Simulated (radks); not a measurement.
Spherical quantum dot in the effective-mass picture: electrons in a parabolic well V = omega^2 r^2 / 2 with omega = 0.184, with a point charge +1 (a donor) at the centre, all in effective atomic units (hartree* = m*/eps^2 hartree, bohr* = eps/m* bohr), one dielectric constant everywhere. Method: non-relativistic Kohn-Sham, LDA (Slater exchange, Perdew-Wang correlation), spin-polarised, spherical densities; computed with a radial shooting solver with Libxc functionals. Levels are named by radial order and angular momentum (1s, 1p, 1d, 2s, ...), and open shells are averaged over m. Results are scaled to m* = 0.324 and eps = 13.5, for which hartree* = 48.38 meV and bohr* = 2.205 nm.

N = 15, configuration 1s2 1p6 1d(up 5, down 0) 2s2. This is the lowest configuration that the search found. Occupied and some empty levels:

| level | occupation | eigenvalue (meV) | <r> (nm) |
|---|---|---|---|
| 1s up | 1 | 124.55 | 7.221 |
| 1s down | 1 | 125.06 | 6.433 |
| 1p up | 3 | 129.01 | 12.39 |
| 1p down | 3 | 130.26 | 12.31 |
| 2s up | 1 | 130.37 | 10.38 |
| 2s down | 1 | 131.24 | 11.02 |
| 1d up | 5 | 132.52 | 13.65 |
| 1d down | 0 | 133.81 | 13.70 |
| 1f up | 0 | 136.67 | 14.63 |
| 1f down | 0 | 137.92 | 14.75 |
| 2p up | 0 | 139.32 | 12.32 |
| 2p down | 0 | 140.09 | 12.33 |
| 1g up | 0 | 141.37 | 15.49 |
| 1g down | 0 | 142.56 | 15.63 |

Energy (meV): total 1086.75, kinetic 107.35, external 207.90, Hartree 905.45, exchange-correlation -133.96.

Electron density:

| r (nm) | n(r) (e/nm^3) |
|---|---|
| 1.77 | 0.008399 |
| 3.68 | 0.002186 |
| 5.58 | 0.0008992 |
| 7.48 | 0.0007228 |
| 9.38 | 0.0008076 |
| 11.3 | 0.0008430 |
| 13.2 | 0.0007108 |
| 15.1 | 0.0004566 |
| 17.0 | 0.0002147 |
| 18.9 | 0.00007218 |
| 20.8 | 0.00001724 |
| 22.7 | 2.949e-06 |
| 24.6 | 3.523e-07 |
